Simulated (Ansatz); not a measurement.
Cd₂Te⁻. The state is a doublet with charge -1. Geometry PBE0-D4/def2-TZVP, that of the neutral singlet.

Cartesian coordinates in Å:
```
Cd 2.641 -0.643 -0.047
Cd -2.641 0.645 0.049
Te 0.000 -0.001 -0.001
```

In the def2 sets Cd, Te take a core potential; there is no spin–orbit coupling. The structure comes from a short search, and lower isomers may exist.

(1) Estimate the α-spin orbital energies around the gap (eV) in Ansatz with PBE-D4/def2-TZVPD, r2SCAN-D4/def2-TZVPD, PBE0-D4/def2-TZVPD.

Results:

(1) 
```
orbital  PBE-D4/def2-TZVPD  r2SCAN-D4/def2-TZVPD  PBE0-D4/def2-TZVPD
 HOMO−5              -7.60                 -8.01               -9.68
 HOMO−4              -3.60                 -3.87               -4.65
 HOMO−3              -1.68                 -1.88               -2.40
 HOMO−2              -0.78                 -0.98               -1.65
 HOMO−1              -0.78                 -0.98               -1.65
   HOMO              -0.03                 -0.30               -0.73
   LUMO               2.28                  2.44                2.83
 LUMO+1               2.28                  2.44                2.83
 LUMO+2               2.71                  3.00                3.18
 LUMO+3               2.71                  3.00                3.18
 LUMO+4               3.32                  3.62                3.74
 LUMO+5               3.39                  4.15                3.89
 β HOMO              -0.69                 -0.89               -1.56
 β LUMO               0.50                  0.65                1.04
```
